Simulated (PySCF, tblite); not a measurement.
Isomers of C9H9N3, one GFN2-xTB conformer each. Single-point energies are computed at PBE0/pcSseg-1 (PySCF, gas phase, no added dispersion term), electronic only.

```csv
SMILES,GFN2-xTB relative energy (kcal/mol)
C=Cn1nnc2cc(C)ccc21,8.0
Cc1ccc(-n2ccnn2)cc1,0.0
```

Conformers: `[CH2:1]=[CH:2][n:3]1[n:4][n:5][c:6]2[cH:7][c:8]([CH3:9])[cH:10][cH:11][c:12]12` with C1–C2–N3–N4 0°; `[CH3:1][c:2]1[cH:3][cH:4][c:5](-[n:6]2[cH:7][cH:8][n:9][n:10]2)[cH:11][cH:12]1` with C4–C5–N6–C7 169°.

What does PBE0/pcSseg-1 give for the same structures?

```tsv
SMILES	PBE0/pcSseg-1 E (Eh)	PBE0/pcSseg-1 (kcal/mol)	GFN2-xTB (kcal/mol)	point group
Cc1ccc(-n2ccnn2)cc1	-511.93624	0.0	0.0	C1
C=Cn1nnc2cc(C)ccc21	-511.92159	9.2	8.0	Cs
```

Both levels put the same isomer lowest. As drawn, the higher has a C=C bond outside aromatic rings, which the lower lacks.

Which frontier levels, dipoles and rotational constants go with these structures?

```
             SMILES  HOMO (eV, PBE0/pcSseg-1)  LUMO (eV)  dipole (D)       A, B, C (MHz)
Cc1ccc(-n2ccnn2)cc1                     -6.91      -1.16        4.60  3617, 510.5, 449.7
C=Cn1nnc2cc(C)ccc21                     -6.68      -1.50        4.02  2726, 615.3, 503.5
```

What happens when harmonic zero-point energies from GFN2-xTB frequencies are added?

```tsv
SMILES	ZPE (kcal/mol)	electronic (kcal/mol)	with ZPE (kcal/mol)
Cc1ccc(-n2ccnn2)cc1	102.1	0.0	0.0
C=Cn1nnc2cc(C)ccc21	101.5	9.2	8.6
```

The zero-point energies span 0.6 kcal/mol. The order is unchanged.

As an exercise, what shares would exp(−E/RT) give at 1000 K from these electronic energies alone (no entropy, no degeneracies)?

RT = 1.987 kcal/mol: Cc1ccc(-n2ccnn2)cc1 99.0 %, C=Cn1nnc2cc(C)ccc21 1.0 %.
